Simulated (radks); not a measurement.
Values are calculated unless marked as measured or tabulated.
Problem. All-electron atom: As XXV in [He] 2s2 2p5 (the NIST ground configuration). Level of theory: scalar-relativistic Kohn-Sham, LB94 model potential, spin-polarised, spherical densities, finite nucleus; open shells are filled with parallel spins first; Fermi nuclear charge, rms radius 4.0968 fm (a radial shooting solver on a logarithmic mesh with Libxc functionals). Some entries of the table are withheld. Estimate them.

| orbital | occ. | eigenvalue (Ry) | <r> (bohr) | r(max) (bohr) |
|---|---|---|---|---|
| 1s down | 1 | -959.5363 | (1) | 0.02972 |
| 1s up | 1 | -959.4218 | (2) | 0.02972 |
| 2s up | 1 | -194.6361 | 0.1970 | 0.1675 |
| 2s down | 1 | -193.9698 | 0.1972 | 0.1676 |
| 2p up | 3 | (3) | 0.1707 | 0.1332 |
| 2p down | 2 | (4) | 0.1708 | 0.1332 |

Solution. 
(1) 1s down <r> (bohr): 0.04534
(2) 1s up <r> (bohr): 0.04535
(3) 2p up eigenvalue (Ry): -182.6968
(4) 2p down eigenvalue (Ry): -182.0268
